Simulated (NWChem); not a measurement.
Species: GeNH₅; SMILES [GeH3][NH2]

```xyz
7

Ge    -0.0066    -0.3631     0.0000
N     -0.0703     1.4970     0.0000
H     -0.7547    -0.8294    -1.2748
H     -0.7547    -0.8294     1.2748
H      1.4243    -0.9965     0.0000
H      0.3936     1.8984    -0.8245
H      0.3936     1.8984     0.8245
```
Atoms are numbered in this order, from 1.

Results from NWChem. Pople sets run with spherical d functions. All runs use the structure optimised with PBE-D3(BJ)/def2-SVP.

Question: Among these, which level gives the lowest value of “dipole (D)”?
(A) PBE0/3-21G
(B) PBE0/STO-3G
(C) PBE0/6-311G**
(D) PBE0/6-31G*

Answer: C, PBE0/6-311G**. Values: PBE0/6-311G** 1.33; PBE0/6-31G* 1.40; PBE0/STO-3G 1.40; PBE0/3-21G 1.66
